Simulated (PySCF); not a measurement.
Se(Br)(OMe) (CH3BrOSe), SMILES CO[Se]Br. Geometry optimised at PBE-D3(BJ)/def2-SVP. This is a generated structure with no PubChem entry under its InChIKey; it may be hypothetical. One conformer was computed; it need not be the lowest.

These are PBE-D3(BJ)/def2-SVP (PySCF) values and carry that method's errors.

Harmonic wavenumbers (cm⁻¹): 87, 134, 223, 274, 318, 593, 1008, 1118, 1133, 1387, 1395, 1420, 2940, 3030, 3065. Rotational constants (GHz): 4.715, 1.522, 1.199; symmetry number 1.

Problem. Work out the zero-point energy and the ideal-gas rigid-rotor harmonic-oscillator thermochemistry at 298.15 K and 1 atm.

Solution. ZPE = ½ Σ hcν = ½ × 18125 cm⁻¹ = 108.41 kJ/mol. H − E(el) = 126.40 kJ/mol. Entropy in J/(mol K): translation 174.18, rotation 117.21, vibration 50.87, total 342.26. G − E(el) = 24.36 kJ/mol. Cp = 80.52 J/(mol K). Modes under 150 cm⁻¹ make the vibrational entropy uncertain.
